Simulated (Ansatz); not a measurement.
Eight cases of atomisation energy with Al to Br (electronic energies, kJ/mol), geometries: B3LYP-D3(BJ)/def2-TZVP. Functionals by Ansatz (a quantum-chemistry and plane-wave program) in def2-TZVPD; columns hold the difference against the high level (Ansatz, AFQMC by cisd_afqmc): A = CCSD(T)/CBS(cc-pV(T+d)Z,cc-pV(Q+d)Z) + [CCSDT(Q) - CCSD(T)]/cc-pV(D+d)Z + core + X2C; B = CCSD(T)/CBS(cc-pVTZ,cc-pVQZ) + [CCSDT(Q) - CCSD(T)]/cc-pVDZ; C = CCSD(T)/CBS(cc-pVTZ,cc-pVQZ) + [CCSDT(Q) - CCSD(T)]/cc-pVTZ; D = CCSD(T)/CBS(def2-TZVPP,def2-QZVPP) + [CCSDT(Q) - CCSD(T)]/def2-TZVPP + [CCSDTQ - CCSDT(Q)]/def2-SVP. The cases were drawn at random from those of this class that have a high level and all functionals, leaving out states under which another spin lies or may lie. Left out are anions, K, Ca, elements past Kr, ionisation of Li, Na and Mg, pi-pi* triplets of linear molecules and other triplets made from a closed-shell parent. Runs that doubt their state, and full CI more than 15 mEh from coupled cluster, are set aside; a case stays where another high level and all functionals remain. AFQMC serves as high level only in triple zeta or larger, with a steady walk, a bar under 0.8 kcal/mol and agreement with other high levels or trials where they ran; where none ran, an unstable determinant or (outside 3d species) a high T1 diagnostic also bars it, so strongly correlated cases are thinned. No case was kept or dropped by the size of a functional's miss. Each difference is the functional minus the high level; affinities count positive where energy is released, gaps as the second state minus the first. UHF or UKS for unpaired electrons; spin-orbit terms are left out. Cores are frozen in correlated methods (noble-gas shells, and filled d and f shells in the p block). Rows without X2C or -DK are non-relativistic. CBS(X,Y): correlation extrapolated as X^-3, Hartree-Fock from the larger set. A bracket is a step between two methods taken in the basis named. Functionals run without relativity, which enters their misses. Double hybrids freeze cores in their MP2 part. '+ core + X2C': CCSD(T) terms for core correlation (cc-pwCVTZ, 1s frozen past Ne) and scalar relativity (cc-pVTZ-DK). Where a partner has so few electrons that a lower coupled-cluster level is exact, that level stands in.

```tsv
case	level	value
GaH2Cl (SMILES [Cl][GaH2])	D	939.6
H4SiPO (SMILES O[SiH]P, doublet)	A	2098.9
CH4FGa (SMILES [CH3][GaH][F])	B	2326.4
CH5GaO (SMILES C[O][GaH2])	B	2572.5
Si2H5Cl (chloro(silyl)silane, SMILES [SiH3][SiH2]Cl)	A	2305.2
CH4FGe (SMILES [CH3][GeH][F], doublet)	B	2308.0
H4BPO (SMILES OBP)	A	2374.3
GeAsH5 (SMILES [GeH3][AsH2])	C	1713.8
```

**Question.** Predict the difference of PBE, B2PLYP, CAM-B3LYP for each case and sum up.

**Answer.** 
```
case                                                    PBE  B2PLYP  CAM-B3LYP
----------------------------------------------------  -----  ------  ---------
GaH2Cl (SMILES [Cl][GaH2])                            -28.0   -32.0      -20.3
H4SiPO (SMILES O[SiH]P, doublet)                        6.2   -42.5       -5.5
CH4FGa (SMILES [CH3][GaH][F])                          -5.8   -44.3      -13.6
CH5GaO (SMILES C[O][GaH2])                              4.2   -46.2       -4.7
Si2H5Cl (chloro(silyl)silane, SMILES [SiH3][SiH2]Cl)  -55.9   -56.4      -25.6
CH4FGe (SMILES [CH3][GeH][F], doublet)                 12.7   -38.6       -7.3
H4BPO (SMILES OBP)                                     23.9   -32.8        7.2
GeAsH5 (SMILES [GeH3][AsH2])                          -17.9   -34.8        9.1
```
PBE: mean -7.6, mean absolute 19.3, median absolute 15.3, largest -55.9; B2PLYP: mean -40.9, mean absolute 40.9, median absolute 40.5, largest -56.4; CAM-B3LYP: mean -7.6, mean absolute 11.7, median absolute 8.2, largest -25.6 kJ/mol. PBE lies above in 4 and below in 4 of the eight.
